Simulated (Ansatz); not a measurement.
Consider the ligand exchange at a Ga–C bond: `O=[CH][GaH][F]` + HI → `[F][GaH][I]` + `C=O`.

Calculated with Ansatz (gas phase, PBE0-D4/def2-TZVP geometries, no zero-point term in ΔE). CCSD(T)/CBS adds triple-zeta CCSD(T) − MP2 to the extrapolated MP2 energy (def2 sets, frozen cores). This one scheme is used for every species. DFT in def2-TZVPP. HSE06 is defined as in plane-wave codes. def2 core potentials past Kr. For Ga, I outer-core shells are correlated without core-valence functions, which leaves a few kJ/mol of doubt a bond. Scalar relativity is left out up to krypton. Each species was taken in one conformer, which may not be the lowest.

(1) Is it downhill or uphill in electronic energy at CCSD(T)/CBS, and by how much? (Best estimate.)

(2) What do these levels give: revPBE-D4, PBE0-D4, BHLYP-D4, BLYP, HSE06, CAM-B3LYP, LC-ωPBE, HF/def2-SVP, MP2/def2-TZVPP, SCS-MP2/def2-TZVPP, SCS-MP2/def2-QZVPP, MP2/CBS(def2)? (An estimate is asked.)

Largest T1 diagnostic among the species: 0.016.

## Answers

(1) The calculation gave: Downhill: ΔE = -158.2 kJ/mol.

(2) The calculation gave: revPBE-D4 -143.0, PBE0-D4 -156.0, BHLYP-D4 -164.2, BLYP -140.1, HSE06 -155.8, CAM-B3LYP -148.8, LC-ωPBE -151.3, HF/def2-SVP -173.7, MP2/def2-TZVPP -163.1, SCS-MP2/def2-TZVPP -159.5, SCS-MP2/def2-QZVPP -162.1, MP2/CBS(def2) -167.9 kJ/mol.

From r2SCAN to r2SCAN0 (25 % exact exchange), in def2-TZVPP and without D4, ΔE moves by −7.4 kJ/mol. Leaving LDA and LC-ωPBE aside and taking each functional with its dispersion term where it has one, the values, not all of them listed here, spread over 23.6 kJ/mol, from BHLYP-D4 to BLYP-D4. LDA lies +3.3 kJ/mol from PBE without D4.
